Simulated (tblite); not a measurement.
**Question.** Give a GFN2-xTB geometry of `C1[SiH2]CC[C@@](C=1)(CCl)C#C`.

**Answer.** 
```xyz
21
C8H11ClSi angstrom
C      2.499   -1.291    0.558
C      1.671   -0.490    0.234
C      0.658    0.477   -0.178
C      1.400    1.787   -0.485
Cl     0.289    3.018   -1.141
C      0.033   -0.048   -1.452
C     -1.078   -0.767   -1.529
Si    -2.079   -1.272   -0.025
C     -1.048   -0.576    1.410
C     -0.342    0.702    0.969
H      3.219   -1.996    0.851
H      1.845    2.205    0.419
H      2.177    1.628   -1.234
H      0.601    0.193   -2.344
H     -1.408   -1.081   -2.511
H     -2.195   -2.732    0.060
H     -3.412   -0.655   -0.069
H     -1.669   -0.353    2.278
H     -0.299   -1.299    1.735
H      0.206    1.133    1.814
H     -1.079    1.436    0.638
```

Any rigid rotation of these coordinates is as good. Atoms count from 1 in this order. Of the pairs four or more bonds apart, C2···H19 is among the closest relative to their van der Waals radii: 2.61 Å, 90 % of the sum of Bondi's values. Si8 (SiH2 silicon) is distorted tetrahedral (angles from 102.5° to 111.4°). The C–C distances run from 1.197 Å (C1≡C2, drawn triple) to 1.538 Å (C3–C10, drawn single), a spread of 0.341 Å. The C–Si distances run from 1.877 Å (C7–Si8, drawn single) to 1.899 Å (Si8–C9, drawn single), a spread of 0.022 Å.

Bonds between heavy atoms (Å): C1≡C2 1.197, C2–C3 1.460, C3–C4 1.537, C4–Cl5 1.784, C3–C6 1.512, C6=C7 1.326, C7–Si8 1.877, Si8–C9 1.899, C9–C10 1.525, C3–C10 1.538.

Structure optimised with GFN2-xTB, isolated species.

Point group: C1 (no symmetry element, even within 0.4 Å). Its GFN2-xTB frequencies are all real (lowest 37 cm⁻¹). The numbers are those of one conformer (C2–C3–C4–Cl5 175°, C2–C3–C6–C7 95°, C6–C7–Si8–C9 -2°, C7–Si8–C9–C10 32°, Si8–C9–C10–C3 -63°).

The run took 1.8 s of wall time on one thread of an Arm Neoverse N1, shared host. These figures are those of the optimisation.

The numbers are calculated, not measured.
